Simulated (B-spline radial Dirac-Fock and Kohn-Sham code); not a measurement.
# Binding energies of Kr¹⁸⁺ at several levels of theory

System: krypton as Kr¹⁸⁺, 1s2 2s2 2p6 3s2 3p6.

The density-functional columns are spherical, spin-unpolarised Dirac-Kohn-Sham results without Breit or QED terms: −ε is minus the orbital energy of the initial state and ΔSCF the difference of two total energies. The reference in the last column comes from relaxed Dirac-Fock hole states (ΔSCF) with Breit and QED corrections and a finite nucleus. All numbers are from a radial B-spline solver, in eV; a selection of levels is shown. For the 1s level of heavy atoms much of the gap between ΔSCF and the reference is the Breit and QED part, -33.4 eV here; for other levels the error of the functional can be larger.

```
level   LDA −ε  LDA ΔSCF  Dirac-Fock
    K  14812.6   15061.7     15033.5
   L1   2543.7    2601.0      2631.5
   L2   2368.9    2435.9      2435.7
   L3   2314.8    2380.2      2382.2
   M1    833.6     857.5       869.3
   M2    773.4     797.9       795.3
   M3    762.2     786.4       784.4
```

For the outermost level NIST gives 785.316 ± 0.012 eV (semi-empirical); the differences from it are LDA −ε -23.08, LDA ΔSCF +1.12, Dirac-Fock -0.92 eV.

Values without a named source are computed, but for edge energies of neutral atoms, which are taken from tables.
